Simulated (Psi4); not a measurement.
C₂H₆O₂, triplet, at the geometry of the source list (a higher spin typed on purpose: for a closed-shell molecule this is an excited state); CAM-B3LYP/6-31G** in Psi4.

Input for Psi4:
```
memory 2 GB

molecule mol {
0 3
O     1.302600   -0.687700    0.163700
C     0.547700    0.486800   -0.073000
C    -0.893200    0.050900   -0.340100
O    -1.444800   -0.613300    0.764700
H     2.214300   -0.448100    0.349400
H     0.575200    1.144100    0.806100
H     0.935000    1.033800   -0.942600
H    -1.519600    0.925400   -0.525500
H    -0.905800   -0.597800   -1.227400
H    -0.811400   -1.294200    1.024500
}

set {
  basis 6-31g**
  reference uks
  scf_type pk
  puream true
  d_convergence 1e-8
  dft_radial_points 99
  dft_spherical_points 590
}

energy('cam-b3lyp')
print_variables()
```

Q: Write the output that Psi4 gives for this input, abridged.

A: 
```
   => Loading Basis Set <=

    Name: 6-31G**
    Role: ORBITAL
    Keyword: BASIS

         ---------------------------------------------------------
                                   SCF
               by Justin Turney, Rob Parrish, Andy Simmonett
                          and Daniel G. A. Smith
                              UKS Reference
         ---------------------------------------------------------

  ==> Geometry <==

    Molecular point group: c1
    Full point group: C1

    Geometry (in Angstrom), charge = 0, multiplicity = 3:

       Center              X                  Y                   Z               Mass
    ------------   -----------------  -----------------  -----------------  -----------------
         O            1.398171701899    -0.468671675516     0.012613096160    15.994914619570
         C            0.643271701899     0.705828324484    -0.224086903840    12.000000000000
         C           -0.797628298101     0.269928324484    -0.491186903840    12.000000000000
         O           -1.349228298101    -0.394271675516     0.613613096160    15.994914619570
         H            2.309871701899    -0.229071675516     0.198313096160     1.007825032230
         H            0.670771701899     1.363128324484     0.655013096160     1.007825032230
         H            1.030571701899     1.252828324484    -1.093686903840     1.007825032230
         H           -1.424028298101     1.144428324484    -0.676586903840     1.007825032230
         H           -0.810228298101    -0.378771675516    -1.378486903840     1.007825032230
         H           -0.715828298101    -1.075171675516     0.873413096160     1.007825032230

  Running in c1 symmetry.

  Rotational constants: A =      0.52543  B =      0.18500  C =      0.15370 [cm^-1]
  Rotational constants: A =  15751.88178  B =   5546.11025  C =   4607.75161 [MHz]
  Nuclear repulsion =  133.497423034647397

  Charge       = 0
  Multiplicity = 3
  Electrons    = 34
  Nalpha       = 18
  Nbeta        = 16

  ==> Algorithm <==

  SCF Algorithm Type is PK.
  DIIS enabled.
  MOM disabled.
  Fractional occupation disabled.
  Guess Type is SAD.
  Energy threshold   = 1.00e-06
  Density threshold  = 1.00e-08
  Integral threshold = 1.00e-12

  ==> Primary Basis <==

  Basis Set: 6-31G**
    Blend: 6-31G**
    Number of shells: 42
    Number of basis functions: 86
    Number of Cartesian functions: 90
    Spherical Harmonics?: true
    Max angular momentum: 2

  ==> DFT Potential <==

   => LibXC <=

    Version 7.1.2
    S. Lehtola, C. Steigemann, M. J. T. Oliveira, and M. A. L. Marques,  SoftwareX 7, 1–5 (2018) (10.1016/j.softx.2017.11.002)

   => Composite Functional: CAM-B3LYP <=

    CAM-B3LYP Hyb-GGA Exchange-Correlation Functional

    T. Yanai, D. P. Tew, and N. C. Handy,  Chem. Phys. Lett. 393, 51 (2004) (10.1016/j.cplett.2004.06.011)

    Deriv               =              1
    GGA                 =           TRUE
    Meta                =          FALSE

    Exchange Hybrid     =           TRUE
    MP2 Hybrid          =          FALSE

   => Exchange Functionals <=

    0.3500         Becke 88 [omega = 0.3300]
    0.4600   Short-range recipe for B88 functional - erf [omega = 0.3300]

   => Exact (HF) Exchange <=

    0.4600            HF,LR [omega = 0.3300]
    0.1900               HF

   => Correlation Functionals <=

    0.1900   Vosko, Wilk & Nusair (VWN5)
    0.8100   Lee, Yang & Parr

   => LibXC Density Thresholds  <==

    XC_HYB_GGA_XC_CAM_B3LYP:  1.00E-14

   => Molecular Quadrature <=

    Radial Scheme          =       TREUTLER
    Pruning Scheme         =           NONE
    Nuclear Scheme         =       TREUTLER

    Blocking Scheme        =         OCTREE
    BS radius alpha        =              1
    Pruning alpha          =              1
    Radial Points          =             99
    Spherical Points       =            590
    Total Points           =         547946
    Total Blocks           =           3903
[...]
   @UKS iter   9:  -229.85753407500218    7.88057e-04   4.40500e-04 DIIS/ADIIS
   @UKS iter  10:  -229.85156475757034    5.96932e-03   3.77471e-04 DIIS/ADIIS
   @UKS iter  11:  -229.84790653310262    3.65822e-03   3.70222e-04 DIIS/ADIIS
   @UKS iter  12:  -229.84859070651930   -6.84173e-04   1.47761e-04 DIIS/ADIIS
   @UKS iter  13:  -229.84831597694546    2.74730e-04   1.32900e-04 DIIS/ADIIS
   @UKS iter  14:  -229.84840526598040   -8.92890e-05   6.46651e-05 DIIS
   @UKS iter  15:  -229.84844197939694   -3.67134e-05   1.70322e-05 DIIS
   @UKS iter  16:  -229.84844276759128   -7.88194e-07   1.28410e-05 DIIS
   @UKS iter  17:  -229.84844376941166   -1.00182e-06   1.99731e-06 DIIS
   @UKS iter  18:  -229.84844379889296   -2.94813e-08   1.64088e-06 DIIS
   @UKS iter  19:  -229.84844381921931   -2.03264e-08   4.22142e-07 DIIS
   @UKS iter  20:  -229.84844382474731   -5.52799e-09   2.40310e-07 DIIS
   @UKS iter  21:  -229.84844382691227   -2.16497e-09   1.24129e-07 DIIS
   @UKS iter  22:  -229.84844382704014   -1.27869e-10   5.16219e-08 DIIS
   @UKS iter  23:  -229.84844382718171   -1.41569e-10   3.87996e-08 DIIS
   @UKS iter  24:  -229.84844382721468   -3.29692e-11   1.82416e-08 DIIS
   @UKS iter  25:  -229.84844382721619   -1.50635e-12   7.75079e-09 DIIS
  Energy and wave function converged.

  ==> Post-Iterations <==

   Electrons on quadrature grid:
      Nalpha   =   17.9999998873 ; deviation = -1.127e-07
      Nbeta    =   16.0000004552 ; deviation = 4.552e-07
      Ntotal   =   34.0000003425 ; deviation = 3.425e-07

   @Spin Contamination Metric:   6.156121015E-03
   @S^2 Expected:                2.000000000E+00
   @S^2 Observed:                2.006156121E+00
   @S   Expected:                1.000000000E+00
   @S   Observed:                1.000000000E+00

    Orbital Energies [Eh]
    ---------------------

    Alpha Occupied:

[...]
    Alpha Virtual:

[...]
    Beta Occupied:

[...]
      16A     -0.317448

    Beta Virtual:

[...]
      86A      3.631504

    Final Occupation by Irrep:
              A
    DOCC [    16 ]
    SOCC [     2 ]
    NA   [    18 ]
    NB   [    16 ]

  @UKS Final Energy:  -229.84844382721619

   => Energetics <=

    Nuclear Repulsion Energy =            133.4974230346473973
    One-Electron Energy =                -576.9702952325765182
    Two-Electron Energy =                 235.5805548985753717
    DFT Exchange-Correlation Energy =     -21.9561265278624305
    Empirical Dispersion Energy =           0.0000000000000000
    VV10 Nonlocal Energy =                  0.0000000000000000
    Total Energy =                       -229.8484438272161867

  UHF NO Occupations:
  HONO-2 :   16  A 1.9983062
  HONO-1 :   17  A 1.0000000
  HONO-0 :   18  A 1.0000000
  LUNO+0 :   19  A 0.0016938
  LUNO+1 :   20  A 0.0005602
  LUNO+2 :   21  A 0.0002856
  LUNO+3 :   22  A 0.0001587

Computation Completed

Properties will be evaluated at   0.000000,   0.000000,   0.000000 [a0]

Properties computed using the SCF density matrix

 Multipole Moments:

 ------------------------------------------------------------------------------------
     Multipole            Electronic (a.u.)      Nuclear  (a.u.)        Total (a.u.)
 ------------------------------------------------------------------------------------

 L = 1.  Multiply by 2.5417464519 to convert [e a0] to [Debye]
 Dipole X            :         -1.4105620            0.9950124           -0.4155497
 Dipole Y            :         -1.2760835            1.9433245            0.6672409
 Dipole Z            :          0.8214817           -1.3300927           -0.5086110
 Magnitude           :                                                    0.9362570

 ------------------------------------------------------------------------------------

  Variable Map:
  ----------------------------------------------------------------------------
[...]
  Array Variable Map:
  ----------------------------------------------------------------------------
[...]
[...]
```
